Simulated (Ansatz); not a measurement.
A structure relaxed at PBE-D4/def2-SVP in Ansatz, charge 0, singlet:

```xyz
5

Mo    0.039    0.009    0.018
N    -1.407   -0.346   -0.671
F     0.061   -0.960    1.597
F     0.004    1.845    0.272
F     1.303   -0.548   -1.216
```

**Question.** Give its formula, name or SMILES and point group.

**Answer.** MoNF₃. Point group C3v (tolerance 0.1 Å).

**Question.** Summarise the bond lengths by kind (pairs closer than 1.2 times the sum of covalent radii, bridged metal pairs left out).

**Answer.** 3 × F–Mo 1.85 Å; 1 × Mo–N 1.64 Å. The metal has 4 neighbours: N 1.64 Å, F 1.85 Å, F 1.85 Å, F 1.85 Å.

In the def2 sets Mo takes a core potential; there is no spin–orbit coupling. The restricted singlet is unstable towards broken spin symmetry in Hartree–Fock (as tested in another run); at PBE-D4/def2-SVP this wasn't settled.
